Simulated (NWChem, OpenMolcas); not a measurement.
**From OpenMolcas to NWChem**

OpenMolcas 26.06 runs this on doublet GeH3F+:

mol.inp:
```
>>> EXPORT MOLCAS_PRINT=2

&GATEWAY
  BasLib = $CurrDir
  Coord
  5
  angstrom
  F       -1.046500       0.474300       1.162200
  Ge       0.068200      -0.041600      -0.072800
  H        1.331000      -0.512000       0.658600
  H       -0.627800      -1.178000      -0.831200
  H        0.325100       1.183600      -0.958100
  Basis = aug-cc-pVDZ
  Group = NoSym

&SEWARD
  GridInput
  Grid=UltraFine
  End of Grid

&SCF
  UHF
  Charge = 1
  Spin = 2
  KSDFT = M062X
  Thresholds = 1e-10 1e-07 1e-07 1e-05
  PrOrbitals = 0
```

```bash
$ export MOLCAS_MEM=1860
$ pymolcas mol.inp > mol.log
```

(Basis files named in the input come from the Basis Set Exchange and aren't shown.)

The shape is that of a PBE0-D4/def2-TZVP optimisation. That shape belongs to the parent species and isn't relaxed for this state.

It gives a total energy of -2178.159232 Eh.

Problem. Write the same calculation for NWChem 7.3.0 as an input file of the program's own.

Solution. For example:

fgeh3.nw:
```
start fgeh3
memory stack 880 mb heap 220 mb global 1100 mb
charge 1

geometry units angstroms noautosym nocenter noautoz
 F     -1.046500     0.474300     1.162200
 Ge     0.068200    -0.041600    -0.072800
 H      1.331000    -0.512000     0.658600
 H     -0.627800    -1.178000    -0.831200
 H      0.325100     1.183600    -0.958100
end

basis spherical bse
 * library aug-cc-pVDZ
end

dft
 xc m06-2x
 mult 2
 grid xfine
 convergence energy 1e-08
 maxiter 100
 mulliken
 print medium
end

task dft energy
```

```bash
$ nwchem fgeh3.nw > fgeh3.out
```

Its energy is -2178.159213 Eh, 0.019 mEh from the first.
